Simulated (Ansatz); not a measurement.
Reaction (silylene formation by 1,1-elimination): `C[Si](C)(C)F` → fluoromethane + `C[Si]C`

Program: Ansatz. Geometries: PBE0-D4/def2-TZVP. ΔE: electronic, gas phase. CCSD(T)/CBS is the MP2 limit (def2-TZVPP, def2-QZVPP) plus CCSD(T) − MP2 in def2-TZVPP, frozen cores. This one scheme is used for every species. Functionals use def2-TZVPP. B3LYP here is the variant with VWN-RPA as its local correlation; programs differ in this.

| level | ΔE (kcal/mol) | difference from CCSD(T)/CBS |
| --- | --- | --- |
| revPBE-D4 | 109.5 | -5.9 |
| BLYP-D4 | 107.8 | -7.6 |
| r2SCAN-D4 | 118.9 | 3.5 |
| B97M-V | 115.5 | 0.1 |
| PBE0-D4 | 115.1 | -0.3 |
| B3LYP-D4 | 112.0 | -3.4 |
| PBE-QIDH | 118.7 | 3.3 |
| revPBE | 104.5 | -10.9 |
| r2SCAN0 | 119.5 | 4.1 |
| BHLYP | 113.8 | -1.6 |
| HF/def2-SVP | 105.8 | -9.6 |
| CCSD/def2-SVP | 106.1 | -9.3 |
| MP2/def2-TZVPP | 119.5 | 4.1 |
| CCSD(T)/def2-TZVPP | 113.5 | -1.9 |
| MP2/def2-QZVPP | 120.8 | 5.4 |
| HF/CBS(def2) | 111.3 | -4.1 |
| CCSD(T)/CBS | 115.4 | 0 |

Largest T1 diagnostic among the species: 0.012.

From r2SCAN to r2SCAN0 (25 % exact exchange), in def2-TZVPP and without D4, ΔE moves by +1.3 kcal/mol. Leaving LDA and LC-ωPBE aside and taking each functional with its dispersion term where it has one, the values, not all of them listed here, spread over 12.4 kcal/mol, from BLYP-D4 to r2SCAN0-D4. LDA lies +9.2 kcal/mol from PBE without D4.
